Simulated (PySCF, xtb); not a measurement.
C2H9BN2O, SMILES CCNB(N)O.

xtb 6.7.1 with GFN2-xTB at its own geometry gives an orbital gap of 7.15 eV and a dipole moment of 1.69 D.

Geometry optimised at PBE0-D3(BJ)/def2-SVP. This is a generated structure with no PubChem entry under its InChIKey; it may be hypothetical. One conformer was computed; it need not be the lowest.

Problem. What does CAM-B3LYP/def2-TZVP in PySCF give? (Estimate from the structure and the level; the computed values follow.)

Solution. gap 9.46 eV (levels -7.97 and 1.48 eV), dipole 1.70 D.
